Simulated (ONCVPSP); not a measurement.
**What one change does to a pseudopotential (nitrogen (N), ONCV)**

```json
{
 "Element": "N (Z = 7)",
 "Generator": "ONCVPSP 4.0.1",
 "Type": "optimised norm-conserving Vanderbilt (ONCV)",
 "Functional": "PBE",
 "Relativity": "scalar-relativistic",
 "Frozen core": "[He]",
 "Valence charge": "5",
 "Reference configuration": "2s2 2p3",
 "Partial waves": "2s: rc 0.95 bohr, ncon 4, nbas 8, qcut 8.7 1/bohr, 1 projector; 2p: rc 1.75 bohr, ncon 4, nbas 7, qcut 6.6 1/bohr, 2 projectors, debl 2.7 Ha",
 "Local potential": "polynomial inside 0.65 bohr (lpopt 5, dvloc0 0 Ha)",
 "Core correction": "none"
}
```

All-electron outer shells of the reference configuration (PBE, scalar-relativistic, ld1.x):

```tsv
shell	level (eV)	outermost node (bohr)	outermost maximum (bohr)
1s	-384.72	–	0.15
2s	-18.58	0.32	1.02
2p	-7.09	–	0.98
```

Change: s: rc 1.08.

Cutoffs: the cutoffs (Ha) at which the residual kinetic energy of the hardest occupied pseudo-wave falls to 1 and 0.1 mHa per electron; they do not see the model core or the augmentation charge, which bear on the density cutoff. Errors are all-electron minus pseudo energies relative to the spin-unpolarised reference configuration.

Problem. What does the change do?

Solution. The potential gets softer (30 Ha and 38 Ha → 27 Ha and 34 Ha); the errors of the 3 common tests hardly move; neither file shows a bound ghost. A larger radius leaves more room for a smooth pseudo-wave, so fewer plane waves are needed.

```csv
quantity,base,changed
"cutoff, loose",30 Ha,27 Ha
"cutoff, tight",38 Ha,34 Ha
loose cutoff by channel,"s 30 Ha, p 18 Ha","s 27 Ha, p 18 Ha"
bound ghosts,none,none
GHOST(+) flags under 300 eV,none,none
tests with a reliable result,3 of 4,3 of 4
"error for 2s2 2p2, meV [ΔE 13.59 eV]",+39,+39
"error for 2s2 2p1, meV [ΔE 42.44 eV]",+327,+329
"error for 2s2 2p0, meV [ΔE 89.53 eV]",+1303,+1322
p: phases at 1.78 bohr within 0.05 rad from the reference energy up to (Ha; the scan ends near 5),to the end of the scan,to the end of the scan
```
